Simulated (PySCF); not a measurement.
An unknown is described by computed data only.

Elements present: C, H and Si. Monoisotopic mass: 144.1334 u.

* Rotational structure: rotational constants A, B, C: 1.230, 0.912, 0.909 GHz [PBE0-D3(BJ)/def2-SVP]
* Triplet: lowest triplet excitation (Tamm–Dancoff): 7.65 eV [TDA wB97X-D/def2-SVPD]
* Polarisability: 122.4 au [wB97X-D/def2-SVPD]
* XPS: Si2p3/2 105.3, C1s 289.6 (×4), C1s 290.4 (×4), Si1s 1845.1 eV [ΔSCF SCAN, pcX-2 on the ionised atom, pcseg-1 elsewhere, spin-free X2C, 2p3/2 from a spin–orbit splitting computed afterwards within the 2p shell]
* 13C NMR: chemical shifts (computed TMS as zero) by class: 9.5 (4 C), 5.6 (4 C) ppm [GIAO KT2/pcSseg-1]
* UV, first state: lowest singlet excitation: 7.78 eV (159 nm, f = 0.028 summed over 2 states within 0.01 eV) [TDDFT wB97X-D/def2-SVPD]
* 1H NMR: chemical shifts (computed TMS as zero) by class: 0.96 (12 H), 0.58 (8 H) ppm [GIAO KT2/pcSseg-1]

Electronic properties: PySCF, gas phase, density fitting. Levels stand in brackets. The structure is a single PBE0-D3(BJ)/def2-SVP conformer in the gas phase; no vibrational or solvent corrections. NMR classes are plain means over equivalent atoms (diastereotopic ones count apart unless rotation or inversion swaps them), as if these changed places fast.

**Question.** Which formula fits the mass and the elements?

**Answer.** C8H20Si (calculated 144.1334). No other formula that holds each of these elements comes within 0.0003 u with a fitting electron parity and a possible valence count.

**Question.** Give a SMILES that accounts for the data.

**Answer.** 8 carbons fall into 2 classes; from least to most shielded: carbon bonded to C and 3 H (9.5 ppm, 4 C), carbon bonded to C, Si and 2 H (5.6 ppm, 4 C). Hydrogen classes from least to most shielded: 12 H on 4 like atoms (carbon bonded to C and 3 H) (0.96 ppm, a mean of values up to 0.5 ppm apart in this geometry), 8 H on 4 like atoms (carbon bonded to C, Si and 2 H) (0.58 ppm). The core levels belong to: Si2p3/2 105.3 eV, silicon bonded to 4 C; C1s 289.6 eV, carbon bonded to C, Si and 2 H; C1s 290.4 eV, carbon bonded to C and 3 H; Si1s 1845.1 eV, silicon bonded to 4 C. One atom of each topological class was ionised and stands for its class. By its constants the optimised geometry is a nearly prolate symmetric top. Structure: SiEt4, `CC[Si](CC)(CC)CC`. Computed isomers that give other values at the same levels: `CC(C)[Si](C)(C)C(C)C` (core binding energies: Si2p3/2 105.3, C1s 289.6 (×2), C1s 289.7 (×2), C1s 290.3 (×4), Si1s 1845.1 eV). The assignments are read from this structure; whether some other isomer fits the data as well wasn't checked.
